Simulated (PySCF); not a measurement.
**Assigning NMR signals**

Geometry:
| atom | x (Å) | y (Å) | z (Å) |
| --- | --- | --- | --- |
| C1 | -2.412 | -1.509 | 0.019 |
| C2 | -1.693 | -0.195 | -0.094 |
| C3 | -2.427 | 0.969 | -0.268 |
| P4 | -1.728 | 2.545 | -0.408 |
| C5 | -0.060 | 2.112 | -0.255 |
| C6 | 0.396 | 0.814 | -0.073 |
| C7 | 1.847 | 0.565 | 0.057 |
| C8 | 2.420 | -0.708 | -0.514 |
| C9 | 2.313 | -0.548 | 0.961 |
| N10 | -0.377 | -0.265 | -0.001 |
| H11 | -3.168 | -1.603 | -0.758 |
| H12 | -1.698 | -2.323 | -0.065 |
| H13 | -2.908 | -1.576 | 0.987 |
| H14 | -3.506 | 0.892 | -0.324 |
| H15 | 0.669 | 2.912 | -0.305 |
| H16 | 2.461 | 1.456 | 0.004 |
| H17 | 1.720 | -1.374 | -0.995 |
| H18 | 3.393 | -0.661 | -0.978 |
| H19 | 1.542 | -1.106 | 1.468 |
| H20 | 3.210 | -0.386 | 1.539 |

All values are calculated (PySCF): coordinates at the GFN2-xTB level, shielding tensors at PBE0/pcSseg-1 (GIAO). No solvent model, a single conformation, relativity neglected, fast rotation and ring inversion assumed for equivalent nuclei.

Shifts are taken against calculated references (same method and geometry level): TMS for $^{13}$C (σ = 186.93 ppm), $^{1}$H (σ = 31.72 ppm).

Question: Assign these signals to the numbered atoms. $^{13}$C{$^{1}$H} NMR (computed): δ 171.1, 165.4, 150.3, 149.5, 30.9, 23.6, 15.6.

Answer: 
171.1 → C6, substituted aromatic carbon next to a ring nitrogen
165.4 → C2, substituted aromatic carbon next to a ring nitrogen
150.3 → C3, aromatic CH
149.5 → C5, aromatic CH
30.9 → C1, methyl carbon on an aromatic ring: saturated and bonded to C and H only
23.6 → C7, three-membered-ring carbon: carbons of three-membered rings are unusually shielded
15.6 → C8/C9, three-membered-ring carbon

C3 and C5 lie closer than the usual error of such a calculation, so a measured spectrum could show them in the other order.

Question: Assign these signals to the numbered atoms. $^{1}$H NMR (600 MHz, computed): δ 8.65 (m, 1H), 8.52 (m, 1H), 2.74 (s, 3H), 1.87 (m, 1H), 1.27 (m, 2H), 1.00 (m, 2H).

Answer: 
8.65 → H15, hydrogen on an aromatic CH: ring-current deshielding
8.52 → H14, hydrogen on an aromatic CH
2.74 → H11/H12/H13, hydrogen on a methyl carbon on an aromatic ring: benzylic-type position, deshielded by the ring
1.87 → H16, hydrogen on a three-membered-ring carbon
1.27 → H17/H19, hydrogen on a three-membered-ring carbon: cyclopropane-type protons are shielded by the ring
1.00 → H18/H20, hydrogen on a three-membered-ring carbon

Splittings by $^{31}$P in the carbon and heteronuclear signals aren't shown, as no couplings were computed. Shifts are as computed. Against solution values, carbons near 30 ppm lie about +3 ppm off and those near 130 ppm about +5 ppm. Of 1211 compounds with measured shifts, 218 miss one by over three times the rms of a fit or turn the order of signals round; such compounds aren't used in these exercises. Multiplicities follow the n + 1 count of equivalent neighbours, as no J values were calculated; m marks all less simple cases, F and P coupling included.
